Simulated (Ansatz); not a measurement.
CH$_{8}$O$_{2}$Si$_{2}$ (`CO[SiH](O)[SiH3]`), charge 0, multiplicity 1.

**Question.** Give a relaxed structure at PBE0-D4/def2-TZVP (Ansatz 0.2.0). (An estimate is asked.)

**Answer.** Computed: 
Cartesian coordinates in Å:
```
C 1.589 -0.596 -1.592
O 0.985 -0.310 -0.349
Si -0.615 0.000 -0.164
O -1.093 1.396 -0.901
Si -0.935 0.069 2.156
H 2.589 -0.992 -1.405
H 1.016 -1.343 -2.153
H 1.678 0.307 -2.204
H -1.409 -1.041 -0.869
H -0.779 2.222 -0.530
H -0.220 1.243 2.731
H -0.424 -1.166 2.806
H -2.383 0.210 2.473
```
This is one stationary point; other conformers may exist.
